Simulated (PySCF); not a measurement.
From computed data to an observable: oscillator strength and radiative lifetime

Si(H)(Cl)(OH)(OMe) (CH5ClO2Si), SMILES CO[SiH](O)Cl.

Geometry optimised at B3LYP-D3(BJ)/def2-SVP. This is a generated structure with no PubChem entry under its InChIKey; it may be hypothetical. One conformer was computed; it need not be the lowest.

TDA-PBE/def2-SVPD in PySCF 2.14.0 puts the first singlet state with f over 0.02 at 7.38 eV (vertical), with the transition dipole (0.249, -0.382, 0.256) in atomic units.

### Question
Find the oscillator strength, the wavelength and the radiative lifetime that this transition would have in vacuum if emission retraced absorption.

### Answer

|μ|² = 0.2735 au, so |μ| = 1.33 D. ΔE = 7.38/27.211 = 0.2712 hartree. f = (2/3) ΔE |μ|² = 0.049 (the program prints 0.049).
λ = 1239.84/7.38 = 168 nm; ν = 59524 cm⁻¹.
Einstein's coefficient A = 0.6670 ν² f s⁻¹ (ν in cm⁻¹) = 1.2e8 s⁻¹, so τ = 1/A = 8.6 ns. This state is S5; the lower singlets have f = 0.014, 0.010, 0.002, 0.016. The figure is the radiative limit of this one transition; relaxation, internal conversion, crossing to triplets and a medium change what is measured.
